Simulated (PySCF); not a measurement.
Species: C5H3F4O (doublet state).
Z-matrix (Å and degrees, GFN2-xTB geometry), rows numbered from 1:
```
C 
C   1  1.2959
O   2  1.3240  1  140.00
C   3  1.3205  2  123.29  1   -76.70
F   4  1.3359  3  114.78  2    12.22
C   4  1.3443  3  122.31  2  -166.79
C   6  1.4863  4  125.25  3  -179.31
F   7  1.3336  6  114.79  4    -8.43
F   7  1.3501  6  111.82  4   112.94
F   7  1.3471  6  111.16  4  -129.52
H   1  1.0900  2  123.53  3    -1.27
H   1  1.0760  2  120.81  3  -179.03
H   6  1.0758  4  119.38  3    -0.97
```

The hyperfine couplings belong to this conformer and change with its torsions.

As a line formula: `C(=C(/F)O[C]=C)/C(F)(F)F` [radical].

Method used: UKS B3LYP, pcH-1 on C F H O, non-relativistic, mean-field spin-orbit, GIAO (PySCF). One conformer (not necessarily the lowest) at the GFN2-xTB geometry, without solvent, vibrations or thermal averaging. GFN2-xTB frequencies show an imaginary mode (25i cm⁻¹), so this geometry is no minimum at that level. A GFN2-xTB geometry isn't a minimum of the functional, and hyperfine couplings can be far from their values at a DFT geometry. The SCF solution wasn't tested for stability.

(1) Predict the first-order ENDOR lines of F8/F9/F10, F5, H11, H12 and H13 under fast tumbling at B = 3362.8 mT (W band).

(2) Which pairs are centred on the nuclear Larmor frequency, and which on half the coupling?

Answers

(1) ν± = |νn ± a/2|, one line for each electron-spin manifold; νn = |g_N| × 7.62259 MHz/T × B.

```tsv
nuclei	isotope	g_N	νn (MHz)	a_iso (MHz)	lower line (MHz)	upper line (MHz)
F8/F9/F10	19F	5.2577	134.77	10.33	129.61	139.94
F5	19F	5.2577	134.77	-4.59	132.48	137.07
H11	1H	5.5857	143.18	145.26	70.55	215.81
H12	1H	5.5857	143.18	65.12	110.62	175.74
H13	1H	5.5857	143.18	-6.44	139.96	146.40
```

(2) Centred on νn, since |a| < 2νn: F8/F9/F10, F5, H11, H12 and H13. No pair has |a| > 2νn.

Means are taken over nuclei equivalent by connectivity, which assumes that they swap fast. The three 19F nuclei of mean +10.3 MHz run from 0.0 to 16.7 MHz in the frozen geometry.
